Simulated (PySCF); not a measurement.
Structure elucidation problem

The spectra below were simulated for a compound C$_{5}$H$_{11}$NOSi.

¹H NMR (400 MHz, computed): δ 6.21 (m, 1H), 5.49 (m, 1H), 5.43 (m, 1H), 5.41 (m, 1H), 4.90 (br s, 1H), 4.01 (s, 3H), 1.18 (d, 3H).

¹³C{¹H} NMR (computed): δ 178.7 (C), 149.8 (CH), 118.1 (CH2), 45.8 (CH), 24.7 (CH3).

Method: NMR shieldings at PBE0/pcSseg-1/GIAO, coordinates at the GFN2-xTB level, in PySCF 2.14 (in vacuum, equivalent nuclei averaged, single conformer, relativity neglected).

Referencing at the same level of theory: TMS for ¹H (31.72 ppm), ¹³C (186.93 ppm).

Q: Which of these isomers gave the spectra?
A. CC(C)(CC#N)O[SiH3]
B. C=C[C@H](C)NC(=O)[SiH3]
C. CC(=O)NC1C[SiH2]C1

A: B. 

Rings plus π bonds: 2 (no ring in the answer). 5 carbon signals for 5 carbons: no two carbons are equivalent. Carbon types of the structure: 1 × C, 2 × CH, 1 × CH2, 1 × CH3, leaving 4 H on heteroatoms. δC 178.7: carbonyl carbon. δC 149.8: alkene CH; an sp2 carbon of a C=C bond. δC 118.1: terminal =CH2 carbon; an sp2 carbon of a C=C bond. δC 24.7: methyl carbon; a saturated carbon with 1 carbon neighbour and no heteroatom attached. δH 5.49, 5.41: hydrogen on a terminal =CH2 carbon; a vinylic proton, deshielded by the sp2 carbon and the C=C anisotropy.

The others: CC(=O)NC1C[SiH2]C1 would give 4 carbon signals, not 5; CC(C)(CC#N)O[SiH3] would give 4 carbon signals, not 5.

OH/NH shifts are gas-phase values; hydrogen bonding in solution moves them, usually downfield. Shifts are as computed. Against solution values, carbons near 30 ppm lie about +3 ppm off and those near 130 ppm about +5 ppm. Of 1309 compounds with measured shifts, 239 miss one by over three times the rms of a fit or turn the order of signals round; such compounds aren't used in these exercises. The C=O carbon of an acid or of an amide with N–H lies up to 10 ppm further downfield in solution, through hydrogen bonding that the calculation lacks. No couplings were computed; multiplicities are counted from neighbouring protons, with m where these are inequivalent, close in shift, in a saturated or five-membered ring or joined by F or P, and br s for small geminal =CH2 splittings.
